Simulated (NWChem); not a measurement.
System: SiH₂O₂F₂; SMILES O[Si](O)(F)F

Here is an NWChem input.

```
start job
memory heap 200 mb stack 900 mb global 1100 mb
geometry units angstroms
  O     -0.523921     1.545912     0.052745
  Si     0.034143     0.054439    -0.005610
  O      1.607052     0.180155    -0.228138
  F     -0.670358    -0.815240    -1.144368
  F     -0.330389    -0.779541     1.306421
  H     -1.443532     1.731678     0.221440
  H      2.161583    -0.587400    -0.337714
end
basis spherical
  * library def2-svp
end
dft
  xc pbe0
  iterations 150
end
driver
  maxiter 120
end
task dft optimize
task dft freq
```

Excerpt of the output:

```
             Northwest Computational Chemistry Package (NWChem) 7.3.0
             --------------------------------------------------------

 C2  symmetry detected

                             Geometry "geometry" -> ""
                             -------------------------

 Output coordinates in angstroms (scale by  1.889725989 to convert to a.u.)

  No.       Tag          Charge          X              Y              Z
 ---- ---------------- ---------- -------------- -------------- --------------
    1 O                    8.0000    -0.12049427    -1.26759200     0.99037335
    2 Si                  14.0000     0.00000000     0.00000000     0.03222887
    3 O                    8.0000     0.12049427     1.26759200     0.99037335
    4 F                    9.0000    -1.23146674     0.11956038    -0.97714087
    5 F                    9.0000     1.23146674    -0.11956038    -0.97714087
    6 H                    1.0000    -0.16306247    -2.15530002     0.64567895
    7 H                    1.0000     0.16306247     2.15530002     0.64567895

 Effective nuclear repulsion energy (a.u.)     270.4898727615

      Symmetry information
      --------------------

 Group name             C2
 Group number              4
 Group order               2
 No. of unique centers     4

                                Z-matrix (autoz)
                                --------

 Units are Angstrom for bonds and degrees for angles

      Type          Name      I     J     K     L     M      Value
      ----------- --------  ----- ----- ----- ----- ----- ----------
    1 Stretch                  1     2                       1.59353
    2 Stretch                  1     6                       0.95323
    3 Stretch                  2     3                       1.59353
    4 Stretch                  2     4                       1.59676
    5 Stretch                  2     5                       1.59676
    6 Stretch                  3     7                       0.95323
    7 Bend                     1     2     3               106.07813
    8 Bend                     1     2     4               112.41615
    9 Bend                     1     2     5               112.26185
   10 Bend                     2     1     6               121.78508
   11 Bend                     2     3     7               121.78508
   12 Bend                     3     2     4               112.26185
   13 Bend                     3     2     5               112.41615
   14 Bend                     4     2     5               101.58401
   15 Torsion                  1     2     3     7        -177.05516
   16 Torsion                  3     2     1     6        -177.05516
   17 Torsion                  4     2     1     6          59.89427
   18 Torsion                  4     2     3     7         -53.90732
   19 Torsion                  5     2     1     6         -53.90732
   20 Torsion                  5     2     3     7          59.89427

[...]

      ----------------------
      Optimization converged
      ----------------------

  Step       Energy      Delta E   Gmax     Grms     Xrms     Xmax
  ---- ---------------- -------- -------- -------- -------- --------
@    5    -640.21555160 -4.8D-07  0.00003  0.00002  0.00046  0.00088
                                     ok       ok       ok       ok

                                Z-matrix (autoz)
                                --------

 Units are Angstrom for bonds and degrees for angles

      Type          Name      I     J     K     L     M      Value     Gradient
      ----------- --------  ----- ----- ----- ----- ----- ---------- ----------
    1 Stretch                  1     2                       1.62393   -0.00003
    2 Stretch                  1     6                       0.96073   -0.00003
    3 Stretch                  2     3                       1.62393   -0.00003
    4 Stretch                  2     4                       1.60857   -0.00003
    5 Stretch                  2     5                       1.60857   -0.00003
    6 Stretch                  3     7                       0.96073   -0.00003
    7 Bend                     1     2     3               106.96512    0.00001
    8 Bend                     1     2     4               111.70271   -0.00001
    9 Bend                     1     2     5               111.34948   -0.00000
   10 Bend                     2     1     6               118.30203   -0.00000
   11 Bend                     2     3     7               118.30203   -0.00000
   12 Bend                     3     2     4               111.34948   -0.00000
   13 Bend                     3     2     5               111.70271   -0.00001
   14 Bend                     4     2     5               103.86233    0.00000
   15 Torsion                  1     2     3     7        -177.00503   -0.00002
   16 Torsion                  3     2     1     6        -177.00503   -0.00002
   17 Torsion                  4     2     1     6          60.91687   -0.00002
   18 Torsion                  4     2     3     7         -54.70559   -0.00002
   19 Torsion                  5     2     1     6         -54.70559   -0.00002
   20 Torsion                  5     2     3     7          60.91687   -0.00002

                         Geometry "geometry" -> "geometry"
                         ---------------------------------

 Output coordinates in angstroms (scale by  1.889725989 to convert to a.u.)

  No.       Tag          Charge          X              Y              Z
 ---- ---------------- ---------- -------------- -------------- --------------
    1 O                    8.0000    -0.12367376    -1.29924149     1.00692567
    2 Si                  14.0000     0.00000000     0.00000000     0.04057692
    3 O                    8.0000     0.12367376     1.29924149     1.00692567
    4 F                    9.0000    -1.26012329     0.12571541    -0.95127900
    5 F                    9.0000     1.26012329    -0.12571541    -0.95127900
    6 H                    1.0000    -0.16199977    -2.16826619     0.59909074
    7 H                    1.0000     0.16199977     2.16826619     0.59909074

 Effective nuclear repulsion energy (a.u.)     267.2202298680

      Symmetry information
      --------------------

 Group name             C2
 Group number              4
 Group order               2
 No. of unique centers     4

                Final and change from initial internal coordinates
                --------------------------------------------------

                                Z-matrix (autoz)
                                --------

 Units are Angstrom for bonds and degrees for angles

[...]

 Rotational Constants
 --------------------
 A=   0.134911 cm-1  (  0.194103 K)
 B=   0.131259 cm-1  (  0.188848 K)
 C=   0.128051 cm-1  (  0.184233 K)

 Temperature                      =   298.15K
 frequency scaling parameter      =   1.0000

 Zero-Point correction to Energy  =   21.662 kcal/mol  (  0.034521 au)
 Thermal correction to Energy     =   25.207 kcal/mol  (  0.040171 au)
 Thermal correction to Enthalpy   =   25.800 kcal/mol  (  0.041114 au)

 Total Entropy                    =   73.656 cal/mol-K
   - Translational                =   39.700 cal/mol-K (mol. weight =  99.9792)
   - Rotational                   =   24.679 cal/mol-K (symmetry #  =        2)
   - Vibrational                  =    9.278 cal/mol-K

 Cv (constant volume heat capacity) =   18.978 cal/mol-K
   - Translational                  =    2.979 cal/mol-K
   - Rotational                     =    2.979 cal/mol-K
   - Vibrational                    =   13.019 cal/mol-K

[normal modes left out]

 ----------------------------------------------------------------------------
 Normal Eigenvalue ||           Projected Infra Red Intensities
  Mode   [cm**-1]  || [atomic units] [(debye/angs)**2] [(KM/mol)] [arbitrary]
 ------ ---------- || -------------- ----------------- ---------- -----------
    1     -123.650 ||    0.000238           0.005         0.232       0.028
    2        0.000 ||    0.000016           0.000         0.016       0.002
    3        0.000 ||    0.000018           0.000         0.017       0.002
    4        0.000 ||    0.000008           0.000         0.008       0.001
    5        0.000 ||    0.000002           0.000         0.002       0.000
    6        0.000 ||    0.000034           0.001         0.033       0.004
    7        0.000 ||    0.000029           0.001         0.028       0.003
    8      227.033 ||    0.241407           5.569       235.335      28.760
    9      266.934 ||    0.006289           0.145         6.131       0.749
   10      278.932 ||    0.001269           0.029         1.237       0.151
   11      359.508 ||    0.103889           2.397       101.276      12.377
   12      365.745 ||    0.007017           0.162         6.840       0.836
   13      376.885 ||    0.085345           1.969        83.199      10.168
   14      754.029 ||    0.126281           2.913       123.105      15.045
   15      768.098 ||    0.031217           0.720        30.431       3.719
   16      814.804 ||    0.169213           3.904       164.957      20.159
   17      964.262 ||    0.218985           5.052       213.478      26.089
   18     1014.637 ||    0.257198           5.934       250.730      30.642
   19     1055.443 ||    0.200663           4.629       195.616      23.906
   20     3956.394 ||    0.304772           7.031       297.107      36.309
   21     3957.580 ||    0.008796           0.203         8.575       1.048
 ----------------------------------------------------------------------------

 ===============================================================================
      Negative Nuclear Hessian Mode    1  Eigenvalue =   -123.65 cm**(-1)
 -------------------------------------------------------------------------------
   Raw step length:  0.493 angstroms ;  The Raw step for this mode is:
    1 O                    8.0000    -0.00055912    -0.00196276    -0.00238658
    2 Si                  14.0000     0.00000033     0.00000033     0.00010509
    3 O                    8.0000     0.00055882     0.00196306    -0.00238598
    4 F                    9.0000     0.00212455     0.03119971     0.00146380
    5 F                    9.0000    -0.00212432    -0.03120055     0.00146315
    6 H                    1.0000     0.34598330    -0.02256945     0.00882392
    7 H                    1.0000    -0.34599186     0.02257138     0.00882729

  Geometry after  100.0% step for mode  1; Step length =  0.493 angstroms
   Maximum component (any atom: x,y, or z) displacement:  0.654
    1 O                    8.0000    -0.12423289    -1.30120426     1.00453908
    2 Si                  14.0000     0.00000033     0.00000033     0.04068201
    3 O                    8.0000     0.12423258     1.30120455     1.00453968
    4 F                    9.0000    -1.25799874     0.15691513    -0.94981520
    5 F                    9.0000     1.25799897    -0.15691596    -0.94981585
    6 H                    1.0000     0.18398353    -2.19083564     0.60791466
    7 H                    1.0000    -0.18399209     2.19083758     0.60791803

  Geometry after -100.0% step for mode  1; Step length =  0.493 angstroms
   Maximum component (any atom: x,y, or z) displacement:  0.654
    1 O                    8.0000    -0.12311464    -1.29727873     1.00931225
    2 Si                  14.0000    -0.00000033    -0.00000033     0.04047184
    3 O                    8.0000     0.12311495     1.29727843     1.00931165
    4 F                    9.0000    -1.26224783     0.09451570    -0.95274280
    5 F                    9.0000     1.26224761    -0.09451486    -0.95274216
    6 H                    1.0000    -0.50798307    -2.14569675     0.59026682
    7 H                    1.0000     0.50799163     2.14569481     0.59026345

  Geometry after   50.0% step for mode  1; Step length =  0.246 angstroms
   Maximum component (any atom: x,y, or z) displacement:  0.327
    1 O                    8.0000    -0.12395332    -1.30022287     1.00573238
    2 Si                  14.0000     0.00000017     0.00000016     0.04062947
    3 O                    8.0000     0.12395317     1.30022302     1.00573268
    4 F                    9.0000    -1.25906102     0.14131527    -0.95054710
    5 F                    9.0000     1.25906113    -0.14131569    -0.95054743
    6 H                    1.0000     0.01099188    -2.17955092     0.60350270
    7 H                    1.0000    -0.01099616     2.17955189     0.60350439

  Geometry after  -50.0% step for mode  1; Step length =  0.246 angstroms
   Maximum component (any atom: x,y, or z) displacement:  0.327
    1 O                    8.0000    -0.12339420    -1.29826011     1.00811896
    2 Si                  14.0000    -0.00000017    -0.00000016     0.04052438
    3 O                    8.0000     0.12339435     1.29825996     1.00811866
    4 F                    9.0000    -1.26118556     0.11011555    -0.95201090
    5 F                    9.0000     1.26118545    -0.11011514    -0.95201058
    6 H                    1.0000    -0.33499142    -2.15698147     0.59467878
    7 H                    1.0000     0.33499570     2.15698050     0.59467710

  Geometry after   30.6% step for mode  1; Step length =  0.151 angstroms
   Maximum component (any atom: x,y, or z) displacement:  0.200
    1 O                    8.0000    -0.12384479    -1.29984188     1.00619564
    2 Si                  14.0000     0.00000010     0.00000010     0.04060907
    3 O                    8.0000     0.12384470     1.29984197     1.00619582
    4 F                    9.0000    -1.25947341     0.13525909    -0.95083124
    5 F                    9.0000     1.25947348    -0.13525935    -0.95083144
    6 H                    1.0000    -0.05616694    -2.17516996     0.60178989
    7 H                    1.0000     0.05616432     2.17517055     0.60179092

  Geometry after  -30.6% step for mode  1; Step length =  0.151 angstroms
   Maximum component (any atom: x,y, or z) displacement:  0.200
    1 O                    8.0000    -0.12350273    -1.29864110     1.00765570
    2 Si                  14.0000    -0.00000010    -0.00000010     0.04054478
    3 O                    8.0000     0.12350283     1.29864101     1.00765552
    4 F                    9.0000    -1.26077317     0.11617173    -0.95172677
    5 F                    9.0000     1.26077310    -0.11617148    -0.95172657
    6 H                    1.0000    -0.26783260    -2.16136243     0.59639159
    7 H                    1.0000     0.26783522     2.16136183     0.59639056

  Geometry after   15.3% step for mode  1; Step length =  0.075 angstroms
   Maximum component (any atom: x,y, or z) displacement:  0.100
    1 O                    8.0000    -0.12375928    -1.29954169     1.00656065
    2 Si                  14.0000     0.00000005     0.00000005     0.04059300
    3 O                    8.0000     0.12375923     1.29954173     1.00656074
    4 F                    9.0000    -1.25979835     0.13048725    -0.95105512
    5 F                    9.0000     1.25979838    -0.13048738    -0.95105522
    6 H                    1.0000    -0.10908335    -2.17171808     0.60044032
    7 H                    1.0000     0.10908205     2.17171837     0.60044083

  Geometry after  -15.3% step for mode  1; Step length =  0.075 angstroms
   Maximum component (any atom: x,y, or z) displacement:  0.100
    1 O                    8.0000    -0.12358825    -1.29894130     1.00729068
    2 Si                  14.0000    -0.00000005    -0.00000005     0.04056085
    3 O                    8.0000     0.12358830     1.29894125     1.00729059
    4 F                    9.0000    -1.26044823     0.12094357    -0.95150289
    5 F                    9.0000     1.26044819    -0.12094344    -0.95150279
    6 H                    1.0000    -0.21491619    -2.16481431     0.59774117
    7 H                    1.0000     0.21491750     2.16481401     0.59774065
```

Level: PBE0/def2-SVP. The optimisation ended at a saddle point (imaginary frequency).
